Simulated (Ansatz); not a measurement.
Ansatz (a quantum-chemistry and plane-wave program) input for CH₅ClGaNO, SMILES [NH2][Ga]([O]C)[Cl], r2SCAN-D4/def2-SVP. 

Ansatz 0.2 input:
```yaml
crystal:
  periodic: [false, false, false]
  atoms:
    - {symbol: Ga, position_ang: [-0.08130789, 0.21517702, 0.13012114]}
    - {symbol: Cl, position_ang: [1.25740485, -0.34143380, 1.60203344]}
    - {symbol: O, position_ang: [-0.15207371, -0.96037331, -1.17397034]}
    - {symbol: C, position_ang: [-0.81176872, -1.11349208, -2.41601534]}
    - {symbol: H, position_ang: [-1.37225634, -0.21941932, -2.70346191]}
    - {symbol: H, position_ang: [-0.05988550, -1.31790519, -3.18260625]}
    - {symbol: H, position_ang: [-1.50076265, -1.96030087, -2.35355343]}
    - {symbol: N, position_ang: [-0.98380738, 1.82828491, 0.05559518]}
    - {symbol: H, position_ang: [-1.08901703, 2.33768105, 0.92529392]}
    - {symbol: H, position_ang: [-1.85956284, 1.85977578, -0.45530801]}
basis:
  gaussian:
    orbitals: def2-SVP
hamiltonian:
  xc: r2scan
  dispersion: d4
relax: {f_tol: 0.002, max_steps: 200}
```

Program output:

```
WARN ansatz: RAYON_NUM_THREADS=1 ignored (pool sized by the plan → 1); use --threads N
Functional definition: r2SCAN
integrals: 0.07 GiB planned
1313 factors; their error is unknown
mean field: 0.36 GiB planned
mean field evaluation 1: about -69528.1069 eV, gradient 8.0e1 eV
mean field evaluation 2: about -69484.0011 eV, gradient 1.5e2 eV
mean field evaluation 4: about -69540.8162 eV, gradient 8.6e0 eV
mean field evaluation 8: about -69540.9772 eV, gradient 1.1e-1 eV
mean field evaluation 16: about -69540.9114 eV, gradient 8.9e-4 eV
mean field -69540.91143197 eV, -2555.5813586021 hartree, gradient 8.5e-6 eV, S^2 0.000000; 0 other end points of the search recorded, 0 dependent functions left out
the calculation of the forces begins
reference -69540.91144355 eV, -2555.5813590278 hartree; 37, 37 occupied and 80, 80 virtual orbitals, 1313 factors
relax step   1: F+E_penalty+E_count = -69540.96450654 eV  Δ(F+E_penalty+E_count) = +0.000e0 eV  max|allowed force component| = 1.324e0 eV/Å  Δτ_max = 0.0000 Å  (30 SCF iters, accepted)
these checks for a lower state are left out or cut short: starts, cluster_reference, orbital_swaps, neighbouring_geometries, increment
integrals: 0.07 GiB planned
1313 factors; their error is unknown
mean field: 0.36 GiB planned
mean field -69541.00143560 eV, -2555.5846661744 hartree, gradient 8.2e-6 eV, S^2 0.000000; 0 other end points of the search recorded, 0 dependent functions left out
the calculation of the forces begins
reference -69541.00144719 eV, -2555.5846666006 hartree; 37, 37 occupied and 80, 80 virtual orbitals, 1313 factors
relax step   2: F+E_penalty+E_count = -69541.05439484 eV  Δ(F+E_penalty+E_count) = -8.989e-2 eV  max|allowed force component| = 4.955e-1 eV/Å  Δτ_max = 0.0852 Å  (32 SCF iters, accepted)
these checks for a lower state are left out or cut short: starts, cluster_reference, orbital_swaps, neighbouring_geometries, increment
integrals: 0.07 GiB planned
1313 factors; their error is unknown
mean field: 0.36 GiB planned
mean field evaluation 32: about -69541.0290 eV, gradient 6.2e-4 eV
mean field -69541.02900156 eV, -2555.5856792048 hartree, gradient 2.6e-5 eV, S^2 0.000000; 0 other end points of the search recorded, 0 dependent functions left out
the calculation of the forces begins
reference -69541.02901316 eV, -2555.5856796312 hartree; 37, 37 occupied and 80, 80 virtual orbitals, 1313 factors
relax step   3: F+E_penalty+E_count = -69541.08219456 eV  Δ(F+E_penalty+E_count) = -2.780e-2 eV  max|allowed force component| = 2.359e-1 eV/Å  Δτ_max = 0.0652 Å  (31 SCF iters, accepted)
these checks for a lower state are left out or cut short: starts, cluster_reference, orbital_swaps, neighbouring_geometries, increment
integrals: 0.07 GiB planned
1313 factors; their error is unknown
mean field: 0.36 GiB planned
mean field -69541.04475367 eV, -2555.5862580843 hartree, gradient 2.5e-5 eV, S^2 0.000000; 0 other end points of the search recorded, 0 dependent functions left out
the calculation of the forces begins
reference -69541.04476527 eV, -2555.5862585106 hartree; 37, 37 occupied and 80, 80 virtual orbitals, 1313 factors
relax step   4: F+E_penalty+E_count = -69541.09828062 eV  Δ(F+E_penalty+E_count) = -1.609e-2 eV  max|allowed force component| = 2.428e-1 eV/Å  Δτ_max = 0.0959 Å  (32 SCF iters, accepted)
these checks for a lower state are left out or cut short: starts, cluster_reference, orbital_swaps, neighbouring_geometries, increment
integrals: 0.07 GiB planned
1313 factors; their error is unknown
mean field: 0.36 GiB planned
mean field -69541.05200178 eV, -2555.5865244473 hartree, gradient 2.2e-5 eV, S^2 0.000000; 0 other end points of the search recorded, 0 dependent functions left out
the calculation of the forces begins
reference -69541.05201336 eV, -2555.5865248728 hartree; 37, 37 occupied and 80, 80 virtual orbitals, 1313 factors
relax step   5: F+E_penalty+E_count = -69541.10584169 eV  Δ(F+E_penalty+E_count) = -7.561e-3 eV  max|allowed force component| = 1.452e-1 eV/Å  Δτ_max = 0.0973 Å  (30 SCF iters, accepted)
these checks for a lower state are left out or cut short: starts, cluster_reference, orbital_swaps, neighbouring_geometries, increment
integrals: 0.07 GiB planned
1313 factors; their error is unknown
mean field: 0.36 GiB planned
mean field -69541.05318852 eV, -2555.5865680591 hartree, gradient 1.3e-5 eV, S^2 0.000000; 0 other end points of the search recorded, 0 dependent functions left out
the calculation of the forces begins
reference -69541.05320012 eV, -2555.5865684857 hartree; 37, 37 occupied and 80, 80 virtual orbitals, 1313 factors
[...]
the calculation of the forces begins
reference -69541.05877771 eV, -2555.5867734582 hartree; 37, 37 occupied and 80, 80 virtual orbitals, 1313 factors
relax step  22: F+E_penalty+E_count = -69541.11286330 eV  Δ(F+E_penalty+E_count) = -3.709e-5 eV  max|allowed force component| = 4.638e-3 eV/Å  Δτ_max = 0.0217 Å  (30 SCF iters, accepted)
these checks for a lower state are left out or cut short: starts, cluster_reference, orbital_swaps, neighbouring_geometries, increment
integrals: 0.07 GiB planned
1313 factors; their error is unknown
mean field: 0.37 GiB planned
mean field -69541.05869860 eV, -2555.5867705509 hartree, gradient 1.8e-5 eV, S^2 0.000000; 0 other end points of the search recorded, 0 dependent functions left out
the calculation of the forces begins
reference -69541.05871025 eV, -2555.5867709792 hartree; 37, 37 occupied and 80, 80 virtual orbitals, 1313 factors
relax step  23: F+E_penalty+E_count = -69541.11281310 eV  Δ(F+E_penalty+E_count) = +5.021e-5 eV  max|allowed force component| = 2.510e-2 eV/Å  Δτ_max = 0.0400 Å  (31 SCF iters, rejected (line search))
these checks for a lower state are left out or cut short: starts, cluster_reference, orbital_swaps, neighbouring_geometries, increment
integrals: 0.07 GiB planned
1313 factors; their error is unknown
mean field: 0.37 GiB planned
mean field -69541.05877893 eV, -2555.5867735029 hartree, gradient 1.6e-5 eV, S^2 0.000000; 0 other end points of the search recorded, 0 dependent functions left out
the calculation of the forces begins
reference -69541.05879058 eV, -2555.5867739311 hartree; 37, 37 occupied and 80, 80 virtual orbitals, 1313 factors
relax step  24: F+E_penalty+E_count = -69541.11288300 eV  Δ(F+E_penalty+E_count) = -1.970e-5 eV  max|allowed force component| = 9.040e-3 eV/Å  Δτ_max = 0.0195 Å  (32 SCF iters, accepted)
these checks for a lower state are left out or cut short: starts, cluster_reference, orbital_swaps, neighbouring_geometries, increment
integrals: 0.07 GiB planned
1313 factors; their error is unknown
mean field: 0.37 GiB planned
mean field -69541.05878232 eV, -2555.5867736275 hartree, gradient 1.6e-5 eV, S^2 0.000000; 0 other end points of the search recorded, 0 dependent functions left out
the calculation of the forces begins
reference -69541.05879397 eV, -2555.5867740557 hartree; 37, 37 occupied and 80, 80 virtual orbitals, 1313 factors
relax step  25: F+E_penalty+E_count = -69541.11289003 eV  Δ(F+E_penalty+E_count) = -7.034e-6 eV  max|allowed force component| = 8.610e-3 eV/Å  Δτ_max = 0.0117 Å  (31 SCF iters, accepted)
these checks for a lower state are left out or cut short: starts, cluster_reference, orbital_swaps, neighbouring_geometries, increment
integrals: 0.07 GiB planned
1313 factors; their error is unknown
mean field: 0.37 GiB planned
mean field evaluation 192: about -69541.0588 eV, gradient 5.9e-4 eV
mean field -69541.05878761 eV, -2555.5867738220 hartree, gradient 1.6e-5 eV, S^2 0.000000; 0 other end points of the search recorded, 0 dependent functions left out
the calculation of the forces begins
reference -69541.05879926 eV, -2555.5867742503 hartree; 37, 37 occupied and 80, 80 virtual orbitals, 1313 factors
relax step  26: F+E_penalty+E_count = -69541.11289663 eV  Δ(F+E_penalty+E_count) = -6.600e-6 eV  max|allowed force component| = 6.880e-3 eV/Å  Δτ_max = 0.0079 Å  (31 SCF iters, accepted)
these checks for a lower state are left out or cut short: starts, cluster_reference, orbital_swaps, neighbouring_geometries, increment
integrals: 0.07 GiB planned
1313 factors; their error is unknown
mean field: 0.37 GiB planned
mean field -69541.05879338 eV, -2555.5867740339 hartree, gradient 1.2e-5 eV, S^2 0.000000; 0 other end points of the search recorded, 0 dependent functions left out
the calculation of the forces begins
reference -69541.05880503 eV, -2555.5867744622 hartree; 37, 37 occupied and 80, 80 virtual orbitals, 1313 factors
relax step  27: F+E_penalty+E_count = -69541.11290245 eV  Δ(F+E_penalty+E_count) = -5.817e-6 eV  max|allowed force component| = 2.805e-3 eV/Å  Δτ_max = 0.0068 Å  (24 SCF iters, accepted)
these checks for a lower state are left out or cut short: starts, cluster_reference, orbital_swaps, neighbouring_geometries, increment
integrals: 0.07 GiB planned
1313 factors; their error is unknown
mean field: 0.37 GiB planned
mean field -69541.05879530 eV, -2555.5867741048 hartree, gradient 1.2e-5 eV, S^2 0.000000; 0 other end points of the search recorded, 0 dependent functions left out
the calculation of the forces begins
reference -69541.05880696 eV, -2555.5867745331 hartree; 37, 37 occupied and 80, 80 virtual orbitals, 1313 factors
relax step  28: F+E_penalty+E_count = -69541.11290433 eV  Δ(F+E_penalty+E_count) = -1.884e-6 eV  max|allowed force component| = 1.559e-3 eV/Å  Δτ_max = 0.0058 Å  (25 SCF iters, accepted)
these checks for a lower state are left out or cut short: starts, cluster_reference, orbital_swaps, neighbouring_geometries, increment
integrals: 0.07 GiB planned
1313 factors; their error is unknown
mean field: 0.37 GiB planned
mean field -69541.05879562 eV, -2555.5867741163 hartree, gradient 1.4e-5 eV, S^2 0.000000; 0 other end points of the search recorded, 0 dependent functions left out
the calculation of the forces begins
reference -69541.05880727 eV, -2555.5867745446 hartree; 37, 37 occupied and 80, 80 virtual orbitals, 1313 factors
relax step  29: F+E_penalty+E_count = -69541.11290467 eV  Δ(F+E_penalty+E_count) = -3.364e-7 eV  max|allowed force component| = 1.172e-3 eV/Å  Δτ_max = 0.0032 Å  (24 SCF iters, accepted)
these checks for a lower state are left out or cut short: starts, cluster_reference, orbital_swaps, neighbouring_geometries, increment
integrals: 0.07 GiB planned
1313 factors; their error is unknown
mean field: 0.36 GiB planned
mean field -69541.05879566 eV, -2555.5867741178 hartree, gradient 1.9e-5 eV, S^2 0.000000; 0 other end points of the search recorded, 0 dependent functions left out
the calculation of the forces begins
reference -69541.05880731 eV, -2555.5867745461 hartree; 37, 37 occupied and 80, 80 virtual orbitals, 1313 factors
relax step  30: F+E_penalty+E_count = -69541.11290477 eV  Δ(F+E_penalty+E_count) = -9.495e-8 eV  max|allowed force component| = 7.413e-4 eV/Å  Δτ_max = 0.0022 Å  (23 SCF iters, accepted)
integrals: 0.07 GiB planned
1313 factors; their error is unknown
mean field: 0.36 GiB planned
mean field evaluation 224: about -69540.9833 eV, gradient 7.8e0 eV
mean field -69541.05879566 eV, -2555.5867741178 hartree, gradient 1.9e-5 eV, S^2 0.000000; 1 other end points of the search recorded, 0 dependent functions left out
the calculation of the forces begins
reference -69541.05880731 eV, -2555.5867745461 hartree; 37, 37 occupied and 80, 80 virtual orbitals, 1313 factors
Total energy: -69541.11291642 eV, -2555.5887630191 hartree
Atom 0 at    -0.018051     0.131016     0.081016 Å, force     0.000486    -0.000307    -0.000136 eV/Å
Atom 1 at     1.367170    -0.120788     1.683488 Å, force    -0.000087    -0.000053     0.000047 eV/Å
Atom 2 at     0.081587    -1.053684    -1.238454 Å, force     0.000155    -0.000141     0.000424 eV/Å
Atom 3 at    -0.768431    -0.984710    -2.359007 Å, force     0.000063     0.000268     0.000157 eV/Å
Atom 4 at    -0.853186     0.036523    -2.781923 Å, force    -0.000057     0.000321    -0.000210 eV/Å
Atom 5 at    -0.361124    -1.634616    -3.152062 Å, force     0.000129    -0.000266    -0.000433 eV/Å
Atom 6 at    -1.792366    -1.341993    -2.132790 Å, force    -0.000356    -0.000168     0.000133 eV/Å
Atom 7 at    -1.140125     1.537701     0.055302 Å, force    -0.000494     0.000741     0.000203 eV/Å
Atom 8 at    -1.247501     2.146212     0.859232 Å, force     0.000138    -0.000097    -0.000088 eV/Å
Atom 9 at    -1.921010     1.612333    -0.586673 Å, force     0.000023    -0.000298    -0.000096 eV/Å
Dipole moment:    -0.611767     0.349307    -0.246720 e Å
```

Self-consistency was reached.

Cost: very roughly 5 core-minutes.
